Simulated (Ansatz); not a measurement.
Reactions of CH7NOSSi, SMILES `OCN[SiH2]S`.

Program: Ansatz. Geometries: PBE0-D4/def2-TZVP. ΔE: electronic, gas phase. CCSD(T)/CBS adds triple-zeta CCSD(T) − MP2 to the extrapolated MP2 energy (def2 sets, frozen cores). This one scheme is used for every species, atoms too. No spin–orbit coupling; open shells (•) take unrestricted orbitals. Spin–orbit coupling would lower the free atoms: a little for C, O, S, Si. Bonds to Br are less sure, by a few kJ/mol each and by 10 to 20 or more in all where they break to atoms, as the def2 sets lack core-valence functions. Scalar relativity is left out up to krypton. Each species was taken in one conformer, which may not be the lowest.

(1) Order these by ΔE at CCSD(T)/CBS, lowest first. (An estimate is asked.)
A. `OCN[SiH2]S` + H₂ → `OCN[SiH3]` + H₂S
B. `OCN[SiH2]S` → C• + 7 H• + N• + O• + S• + Si•
C. `OCN[SiH2]S` + HBr → `OCN[SiH2]Br` + H₂S
D. `OCN[SiH2]S` + H–F → `OCN[SiH2]F` + H₂S
E. `OCN[SiH2]S` → `NC(O)S[SiH3]`
F. `OCN[SiH2]S` + CH₄ → `C[SiH2]NCO` + H₂S
G. `OCN[SiH2]S` + `N[SiH2]F` → `OCN[SiH2]F` + `N[SiH2]S`
H. `OCN[SiH2]S` + CH₃NH₂ → `CNCO` + `N[SiH2]S`

Largest T1 diagnostic: 0.012, for Si•.

Answers

(1) D (-83.4 kJ/mol), C (-32.6 kJ/mol), H (-1.2 kJ/mol), G (+7.2 kJ/mol), A (+54.6 kJ/mol), F (+75.4 kJ/mol), E (+99.1 kJ/mol), B (+4167.0 kJ/mol).
